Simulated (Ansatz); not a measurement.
```yaml
crystal:
  periodic: [false, false, false]
  atoms:
    - {symbol: C, position_ang: [-1.806798, 0.566196, -0.692538]}
    - {symbol: Ge, position_ang: [-0.060526, -0.327202, -0.672375]}
    - {symbol: C, position_ang: [0.600972, -0.845998, 1.167808]}
    - {symbol: O, position_ang: [1.829520, -0.125215, 1.311855]}
    - {symbol: Al, position_ang: [2.063240, 0.764962, -0.144879]}
    - {symbol: H, position_ang: [-2.596100, -0.151319, -0.462405]}
    - {symbol: H, position_ang: [-1.831952, 1.367666, 0.046423]}
    - {symbol: H, position_ang: [-2.002323, 0.992654, -1.677122]}
    - {symbol: H, position_ang: [-0.113111, -1.529029, -1.643993]}
    - {symbol: H, position_ang: [0.783365, -1.920849, 1.258225]}
    - {symbol: H, position_ang: [-0.103174, -0.548638, 1.951694]}
    - {symbol: H, position_ang: [3.313890, 1.701570, -0.408595]}
basis:
  gaussian: {orbitals: cc-pVTZ}
total_charge: -2
hamiltonian: {xc: {name: PBE-QIDH}}
scf: {lower_state_search: full}
```

```sh
$ ansatz run in.yaml --threads 4 --pin off --events-out ev --progress --plain --max-ram 10444MiB
```

Shortened log:

```
Functional definition: PBE-QIDH
1553 factors; integrals over basis functions are off by at most 1.2e-3 eV
mean field evaluation 1: about -67307.7581 eV, gradient 3.1e1 eV
mean field evaluation 2: about -67307.9524 eV, gradient 3.1e1 eV
mean field evaluation 4: about -67311.2253 eV, gradient 3.1e0 eV
mean field evaluation 8: about -67311.2850 eV, gradient 4.4e-1 eV
mean field evaluation 16: about -67311.2879 eV, gradient 3.9e-3 eV
mean field -67311.28790158 eV, -2473.6442051535 hartree, gradient 9.9e-6 eV, S^2 0.000000; 0 other end points of the search recorded, 0 dependent functions left out; unrestricted orbitals would lower it
17 core orbitals not correlated: weight in the atoms' cores, before any rotation towards them, 1.000 or more for the frozen orbitals, at most 0.000 for the correlated occupied ones
reference -67311.28791642 eV, -2473.6442056989 hartree; 20, 20 occupied and 228, 228 virtual orbitals, 1553 factors
second order -28.38974175 eV of doubles, -0.00000000 eV of singles
Total energy: -67320.75116367 eV, -2473.9919736208 hartree
```

Problem. What is wrong with this run?

Solution. The charge is far from anything that the molecule holds. The run converged. The result belongs to that input, not to the molecule as meant.
